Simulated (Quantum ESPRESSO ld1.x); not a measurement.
Question: Species: neutral promethium. Configuration: [Xe] 4f5 6s2 (the NIST ground configuration). All-electron calculation, scalar-relativistic Kohn-Sham, relativistic LDA (MacDonald-Vosko exchange, VWN5 correlation), spin-unpolarised, spherical densities, point nucleus. Program: ld1.x of Quantum ESPRESSO 7.5. Some entries of the table are withheld. Estimate them.

orbital  occ.  eigenvalue (hartree)  <r> (bohr)  <r^2> (bohr^2)
1s          2              -1644.30     0.02327       0.0007373
2s          2              -267.698     0.09928         0.01163
2p          6              -239.447     0.08730        0.009302
3s          2              -58.3876         (1)         0.07805
3p          6              -49.4850      0.2594         0.07797
3d         10                   (2)         (3)         0.06584
4s          2              -11.5888      0.5943          0.3987
4p          6              -8.65842      0.6289          0.4500
4d         10              -4.50475      0.6890             (4)
5s          2              -1.53713       1.442           2.341
5p          6              -0.83469       1.698           3.283
6s          2              -0.13478       4.325           21.25
4f          5              -0.09040       1.063           1.604

Answer: 
(1) 3s <r> (bohr): 0.2614
(2) 3d eigenvalue (hartree): -37.2076
(3) 3d <r> (bohr): 0.2365
(4) 4d <r^2> (bohr^2): 0.5512
